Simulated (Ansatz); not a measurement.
One geometry of K₆, several levels of theory.

```yaml
crystal:
  periodic: [false, false, false]
  atoms:
    - {symbol: K, position_ang: [1.283331, -3.541081, -0.412943]}
    - {symbol: K, position_ang: [-3.082425, -2.378782, -0.274992]}
    - {symbol: K, position_ang: [-3.222147, 2.185451, -0.346705]}
    - {symbol: K, position_ang: [-0.012674, 0.029693, 1.743826]}
    - {symbol: K, position_ang: [1.065763, 3.588909, -0.547250]}
    - {symbol: K, position_ang: [3.968162, 0.115820, -0.161946]}
basis:
  gaussian: {orbitals: def2-TZVP, initial_orbitals: start.molden}
hamiltonian: {xc: {name: PBE-QIDH}}
scf: {omitted_lower_state_checks: [starts]}
```

The file start.molden holds the orbitals of an earlier run on this structure, at another level or in another basis.

```sh
$ ansatz run in.yaml --threads 4 --pin off --events-out ev --progress --plain --max-ram 3916MiB
```

It prints (some lines left out):

```
Functional definition: PBE-QIDH
1944 factors; integrals over basis functions are off by at most 1.7e-4 eV
mean field evaluation 1: about -97893.8411 eV, gradient 1.6e1 eV
mean field evaluation 2: about -97893.9915 eV, gradient 2.8e-1 eV
mean field evaluation 4: about -97894.1491 eV, gradient 1.5e-2 eV
mean field evaluation 8: about -97894.1492 eV, gradient 2.2e-6 eV
mean field -97894.14921474 eV, -3597.5436286042 hartree, gradient 2.7e-6 eV, S^2 0.000000; 0 other end points of the search recorded, 0 dependent functions left out; unrestricted orbitals would lower it
30 core orbitals not correlated: weight in the atoms' cores, before any rotation towards them, 1.000 or more for the frozen orbitals, at most 0.000 for the correlated occupied ones
reference -97894.14923064 eV, -3597.5436291883 hartree; 27, 27 occupied and 141, 141 virtual orbitals, 1944 factors
second order -31.56044033 eV of doubles, -0.00000000 eV of singles
Total energy: -97904.66937741 eV, -3597.9302374516 hartree
Checks for a lower state left out: starts
```

It took 16 s on 4 threads of Arm Neoverse V1 on a shared host, peak host memory 0.71 GiB.

The first input with `gaussian: {orbitals: 6-31G}`, `hamiltonian: {xc: {name: B3LYP}}`, `output: {orbitals: {seedname: orbitals}}` (abridged; 11 s):

```
Functional definition: B3LYP
mean field evaluation 16: about -97945.3531 eV, gradient 1.9e-4 eV
mean field -97945.35305517 eV, -3599.4253350327 hartree, gradient 2.9e-5 eV, S^2 0.000000
Total energy: -97945.35331252 eV, -3599.4253444903 hartree
Checks for a lower state left out: starts
```

First input, but with `hamiltonian: {xc: pbe}`, `output: {orbitals: {seedname: orbitals}}` (abridged; 6 s):

```
Functional definition: PBE
mean field -97913.35412984 eV, -3598.2493962164 hartree, gradient 2.1e-5 eV, S^2 0.000000
Total energy: -97913.35418690 eV, -3598.2493983133 hartree
Checks for a lower state left out: starts
```

The first input with `hamiltonian: {xc: {name: B97M-V}}`, `output: {orbitals: {seedname: orbitals}}` (abridged; 30 s):

```
Functional definition: B97M-V
mean field -97924.11522115 eV, -3598.6448590279 hartree, gradient 1.6e-5 eV, S^2 0.000000
Total energy: -97924.11530603 eV, -3598.6448621472 hartree
Checks for a lower state left out: starts
```

First input, but with `hamiltonian: {xc: hf}`, `output: {orbitals: {seedname: orbitals}}` (abridged; 5.5 s):

```
Functional definition: HF
mean field -97822.75288469 eV, -3594.9198618688 hartree, gradient 2.6e-5 eV, S^2 0.000000
Total energy: -97822.75288469 eV, -3594.9198618688 hartree
Checks for a lower state left out: starts
```

The first input with `hamiltonian: {xc: {name: B2PLYP}}` (abridged; 15 s):

```
Functional definition: B2PLYP
mean field -97915.01423912 eV, -3598.3104041074 hartree, gradient 8.5e-6 eV, S^2 0.000000
30 core orbitals not correlated: weight in the atoms' cores, before any rotation towards them, 1.000 or more for the frozen orbitals, at most 0.000 for the correlated occupied ones
second order -33.87036578 eV of doubles, -0.00000000 eV of singles
Total energy: -97924.15939694 eV, -3598.6464824582 hartree
Checks for a lower state left out: starts
```

First input, but with `hamiltonian: {xc: {name: CAM-B3LYP}}`, `output: {orbitals: {seedname: orbitals}}` (abridged; 10 s):

```
Functional definition: CAM-B3LYP
mean field -97951.71061249 eV, -3599.6589709550 hartree, gradient 2.0e-5 eV, S^2 0.000000
Total energy: -97951.71074006 eV, -3599.6589756430 hartree
Checks for a lower state left out: starts
```

Geometry: PBE0/def2-SVP.

The 6-31G sets use Cartesian d functions. B3LYP takes the VWN-RPA correlation. Correlated methods freeze 30 core orbitals; core or outer-core shells of K are correlated, in sets that lack core-valence functions. At PBE-QIDH/def2-TZVP, HF/def2-TZVP the restricted singlet (for correlated methods, its reference) is unstable: a solution with broken spin symmetry lies lower. The restricted singlet is unstable towards broken spin symmetry at other levels; at B3LYP/6-31G, PBE/def2-TZVP, B97M-V/def2-TZVP, B2PLYP/def2-TZVP and others this wasn't settled. The geometry of the singlet was relaxed on an unsound state (restricted singlet, unstable towards broken spin symmetry at other levels and untested here). The structure comes from a short search, and lower isomers may exist.
